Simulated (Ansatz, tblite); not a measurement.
Isomers of Na$_{2}$Te⁺ (doublet), found by a short tight-binding search and relaxed with r2SCAN-D4/def2-TZVP in Ansatz.

In the def2 sets Te takes a core potential; there is no spin–orbit coupling. The xTB rows come from tblite. Correlated methods freeze 6 core orbitals; core or outer-core shells of Na, Te are correlated, in sets that lack core-valence functions.

A: At PBE-D4/def2-TZVP the gap within one spin of the charge 1 doublet nearly closes, so an electron or hole may be smeared out by delocalisation error.

Other spin states were run for one of them alone.

A:

```xyz
3

Na   -0.318    1.814    2.259
Na    0.316   -1.814   -2.260
Te    0.002   -0.001    0.001
```

B:

Cartesian coordinates in Å:
```
Na -2.0502 -1.6133 -0.7800
Na 2.4565 0.9869 0.6374
Te -0.4063 0.6264 0.1426
```

Q: Estimate which lies lowest at each level, and how far above it the others are (kJ/mol).

A: 
```csv
level,A,B
GFN1-xTB,0.0,9.2
GFN2-xTB,11.0,0.0
HF/def2-TZVPP,0.2,0.0
PBE-D4/def2-TZVP,4.3,0.0
r2SCAN-D4/def2-TZVP,1.5,0.0
B97M-V/def2-TZVP,2.6,0.0
PBE0-D4/def2-TZVP,2.9,0.0
B2PLYP/def2-TZVP,2.0,0.0
MP2/def2-TZVPP,0.0,0.0
CCSD/def2-TZVPP,0.0,0.1
CCSD(T)/def2-TZVPP,0.0,0.0
```
Point groups (tolerance 0.1 Å): A D∞h, B C2v. A and B have the same bonds, so they are conformers or stereoisomers. Lower isomers may exist.
